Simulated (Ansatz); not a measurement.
The cluster BSb₂⁻, 3 atoms. Hardware: 4 threads of Arm Neoverse V2 on a shared host.

In the def2 sets Sb takes a core potential; there is no spin–orbit coupling. Correlated methods freeze 9 core orbitals; core or outer-core shells of Sb are correlated, in sets that lack core-valence functions.

(1) How many basis functions does each of these Ansatz runs have, and roughly what does it cost? PBE0-D4/def2-SVPD, charge -1 singlet, energy, from earlier orbitals; PBE with 35 % exact exchange/def2-TZVPD, charge -1 singlet, energy, from earlier orbitals; PBE-D4/def2-TZVPD, charge -1 quintet, relaxation, 8 steps; BHLYP-D4/def2-TZVPD, charge -1 singlet, energy, from earlier orbitals; PBE0-D4/def2-SVP, charge -1 triplet, energy with a search over starts; CCSD(T)/def2-TZVPPD, charge -1 singlet, energy, from earlier orbitals; HF/STO-3G, charge -1 quintet, energy; LDA (SPW92)/def2-TZVPD, charge -1 singlet, energy, from earlier orbitals; ωB97X-V/def2-TZVPD, charge -1 singlet, energy, from earlier orbitals; MP2/def2-TZVPD, charge -1 singlet, energy, from earlier orbitals; RPA@PBE/def2-TZVPD, charge -1 quintet, energy, from earlier orbitals; PBE with 5 % exact exchange/def2-TZVPD, charge -1 triplet, energy, from earlier orbitals.

Results:

(1) Other jobs shared the machine, so times can vary by a factor of up to 3. A dash marks memory too small to be measured apart from the calling script's.

```json
{"run": "HF/STO-3G, charge -1 quintet, energy", "functions": "59", "fitting or Cholesky vectors": "602", "wall time": "1 s", "peak host memory (GiB)": "–"}
{"run": "PBE0-D4/def2-SVP, charge -1 triplet, energy with a search over starts", "functions": "66", "fitting or Cholesky vectors": "812", "wall time": "1.2 s", "peak host memory (GiB)": "–"}
{"run": "PBE0-D4/def2-SVPD, charge -1 singlet, energy, from earlier orbitals", "functions": "84", "fitting or Cholesky vectors": "1029", "wall time": "1.7 s", "peak host memory (GiB)": "–"}
{"run": "LDA (SPW92)/def2-TZVPD, charge -1 singlet, energy, from earlier orbitals", "functions": "149", "fitting or Cholesky vectors": "991", "wall time": "1.9 s", "peak host memory (GiB)": "–"}
{"run": "PBE with 5 % exact exchange/def2-TZVPD, charge -1 triplet, energy, from earlier orbitals", "functions": "149", "fitting or Cholesky vectors": "991", "wall time": "1.9 s", "peak host memory (GiB)": "–"}
{"run": "RPA@PBE/def2-TZVPD, charge -1 quintet, energy, from earlier orbitals", "functions": "149", "fitting or Cholesky vectors": "1247", "wall time": "3.5 s", "peak host memory (GiB)": "–"}
{"run": "MP2/def2-TZVPD, charge -1 singlet, energy, from earlier orbitals", "functions": "149", "fitting or Cholesky vectors": "1247", "wall time": "4 s", "peak host memory (GiB)": "–"}
{"run": "PBE with 35 % exact exchange/def2-TZVPD, charge -1 singlet, energy, from earlier orbitals", "functions": "149", "fitting or Cholesky vectors": "1192", "wall time": "5.5 s", "peak host memory (GiB)": "–"}
{"run": "BHLYP-D4/def2-TZVPD, charge -1 singlet, energy, from earlier orbitals", "functions": "149", "fitting or Cholesky vectors": "1221", "wall time": "5.5 s", "peak host memory (GiB)": "–"}
{"run": "CCSD(T)/def2-TZVPPD, charge -1 singlet, energy, from earlier orbitals", "functions": "149", "fitting or Cholesky vectors": "1247", "wall time": "13 s", "peak host memory (GiB)": "0.78"}
{"run": "ωB97X-V/def2-TZVPD, charge -1 singlet, energy, from earlier orbitals", "functions": "149", "fitting or Cholesky vectors": "1105", "wall time": "19 s", "peak host memory (GiB)": "–"}
{"run": "PBE-D4/def2-TZVPD, charge -1 quintet, relaxation, 8 steps", "functions": "149", "fitting or Cholesky vectors": "991", "wall time": "21 s", "peak host memory (GiB)": "–"}
```
